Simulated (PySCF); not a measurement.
## Löwdin shares of the frontier orbitals

Compound: C₄H₈BF₂NO.
Z-matrix (Å and degrees, PBE0-D3(BJ)/def2-SVP geometry), rows numbered from 1:
```
C 
C   1  1.5126
O   2  1.2150  1  122.99
N   2  1.3649  1  114.75  3  -179.87
C   4  1.4418  2  121.51  1  -175.74
C   5  1.5259  4  113.92  2    90.92
B   6  1.5619  5  114.96  4  -179.04
F   7  1.3219  6  121.93  5     2.09
F   7  1.3215  6  121.79  5  -177.49
H   1  1.0957  2  108.69  3     6.58
H   1  1.1006  2  111.33  3   127.31
H   1  1.1014  2  110.44  3  -112.87
H   4  1.0113  2  118.79  1    -5.94
H   5  1.1016  4  108.92  2  -145.16
H   5  1.0992  4  106.50  2   -29.94
H   6  1.1055  5  111.30  4    58.09
H   6  1.1051  5  109.75  4   -57.64
```

Level of theory: TDDFT wB97X-D/def2-SVPD, vertical, gas phase, core orbitals frozen in the response in PySCF.

Kohn–Sham orbitals with the atoms that hold most of them (Löwdin shares over 4%, at most four atoms; ? is withheld):

| orbital | ε (eV) | atoms |
| --- | --- | --- |
| LUMO+2 | 2.20 | B7 18%, C1 17%, H13 14%, H11 10% |
| LUMO+1 | 2.10 | B7 36%, C6 15%, F8 15%, F9 13% |
| LUMO | ? | ? |
| HOMO | -9.39 | ? |
| HOMO-1 | -9.56 | O3 43%, N4 29%, C2 9%, C6 4% |
| HOMO-2 | -12.07 | C6 23%, C5 12%, O3 10%, B7 8% |
| HOMO-3 | -12.15 | C6 27%, C5 17%, H16 12%, H15 10% |

Which atoms hold the HOMO, and with what shares?

O3 (bonded to C) 51%; N4 (bonded to 2 C and H) 22%; C2 (bonded to C, N and O) 9%; C1 (bonded to C and 3 H) 6%. By element: oxygen 51%, nitrogen 22%, carbon 15% or more.

Which atoms hold the LUMO, and with what shares?

B7 (bonded to C and 2 F) 40%; C6 (bonded to B, C and 2 H) 7%; H13 (bonded to N) 6%; H16 (bonded to C) 6%. By element: boron 40%, hydrogen 12% or more, carbon 7% or more.

What is the LUMO energy, and the HOMO–LUMO gap?

ε(LUMO) = 1.74 eV; the gap is 11.13 eV (0.4091 hartree).

How does S1 compare with the orbital gap of 11.13 eV?

S1 is at 5.79 eV (f = 0.0012), 5.34 eV below the gap, made of HOMO→LUMO+3 (48%), HOMO-1→LUMO+3 (24%). 

Next come S2 at 7.01 eV (f 0.015), HOMO→LUMO (36%), HOMO-1→LUMO (24%), HOMO→LUMO+2 (16%); S3 at 7.32 eV (f 0.120), HOMO-1→LUMO+3 (32%), HOMO-1→LUMO+2 (22%), HOMO→LUMO+3 (13%); S4 at 7.44 eV (f 0.089), HOMO-1→LUMO (32%), HOMO→LUMO+2 (21%), HOMO→LUMO (13%); S5 at 7.70 eV (f 0.0091), HOMO-1→LUMO+1 (39%), HOMO→LUMO+1 (36%).

One conformer stands for the species.
